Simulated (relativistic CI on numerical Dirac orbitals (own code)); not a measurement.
## Te36+: q coefficients and field-shift factors

These numbers are calculated, not measured: Dirac-Coulomb-Breit CI, separate exchange-only KLI orbitals for each configuration, derivatives by finite differences, unscaled Slater integrals, QED left out (own radial code, finite nucleus).

Configurations in the expansion (outside the closed core [Ne]): 3s2 3p4, 3s 3p5, 3s2 3p3 3d, 3p6, 3s 3p4 3d, 3p5 3d, 3p4 3d2, 3p3 3d3. Double excitations out of closed p, d and f shells are left out; levels of such configurations are missing from the list, as are those of other unlisted configurations, and high levels can miss mixing partners.

With x = (α/α₀)² − 1 an excitation energy changes as ω = ω₀ + qx; K = 2q/ω₀ is the relative enhancement. Terms are leading LS components, so labels can repeat. The field-shift factor is F = δν/δ⟨r²⟩ for the transition from the lowest level.

Lowest level 3s2 3p4 3P_2.

```tsv
Level	ω₀ (cm⁻¹)	q (cm⁻¹)	K	F (GHz/fm²)
3s2 3p4 1S_0	109717	12080	0.22	-1.76
3s2 3p4 3P_1	507594	579800	2.28	-18.5
3s2 3p4 1D_2	564284	576200	2.04	-18.4
3s2 3p4 3P_0	1118912	1.151e+06	2.06	-43.2
3s2 3p3 3d 3F°_2	1195050	64390	0.108	-24.7
3s2 3p3 3d 5D°_1	1217341	102500	0.168	-54.6
3s2 3p3 3d 3F°_3	1234706	56790	0.092	5.72
3s2 3p3 3d 3P°_0	1237245	57820	0.0935	4.43
3s 3p5 3P°_2	1283885	372200	0.58	-283
3s2 3p3 3d 3F°_4	1336834	165300	0.247	6.44
3s2 3p3 3d 3D°_3	1469449	192400	0.262	4.87
3s2 3p3 3d 3P°_1	1469510	436100	0.594	-262
3s 3p5 3P°_2	1472660	459300	0.624	-279
```

At this charge energies of transitions that change n are usually good to better than 1 %, and those within a shell (Δn = 0) to a few per cent.
